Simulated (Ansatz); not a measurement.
Isolated molecules relaxed with PBE0-D4/def2-TZVP in Ansatz; ΔE leaves out vibrations. CCSD(T)/CBS adds triple-zeta CCSD(T) − MP2 to the extrapolated MP2 energy (def2 sets, frozen cores). DFT in def2-TZVPP. Elements past krypton have def2 core potentials. For Se, Sn outer-core shells are correlated without core-valence functions, which leaves a few kJ/mol of doubt a bond. Scalar relativity is left out up to krypton. Each species was taken in one conformer, which may not be the lowest.

`S[SiH2][SnH3]` + H₂Se → `S[SiH2][SeH]` + `[SnH4]`  (cleavage of the Si–Sn bond)

| level | ΔE (kcal/mol) | difference from CCSD(T)/CBS |
| --- | --- | --- |
| r2SCAN-D4 | -8.9 | -0.7 |
| B97M-V | -10.2 | -2.0 |
| CAM-B3LYP-D4 | -8.9 | -0.7 |
| PBE0 | -8.2 | 0.0 |
| r2SCANh | -9.1 | -0.9 |
| LC-ωPBE | -9.1 | -0.9 |
| HF/def2-TZVPP | -10.6 | -2.4 |
| MP2/def2-TZVPP | -9.7 | -1.5 |
| CCSD(T)/def2-TZVPP | -8.8 | -0.6 |
| SCS-MP2/def2-QZVPP | -9.4 | -1.2 |
| CCSD(T)/CBS | -8.2 | 0 |

Q: What do rigid-rotor, harmonic-oscillator terms from PBE0-D4/def2-TZVP frequencies (298.15 K, 1 bar) make of the CCSD(T)/CBS value? (Estimate.)

A: Ansatz gave: ΔZPE = +0.4 kcal/mol, ΔH = -8.3 kcal/mol, ΔS = -21 J/(mol·K), ΔG = -6.8 kcal/mol.

Largest T1 diagnostic among the species: 0.013.

Leaving LDA and LC-ωPBE aside and taking each functional with its dispersion term where it has one, the values, not all of them listed here, spread over 2.7 kcal/mol, from B97M-V to PBE-D4. At CCSD(T), def2-SVP lies +0.9 kcal/mol from the extrapolated value and def2-TZVPP −0.6 kcal/mol. From PBE to PBE0 (25 % exact exchange), in def2-TZVPP and without D4, ΔE moves by −0.7 kcal/mol.
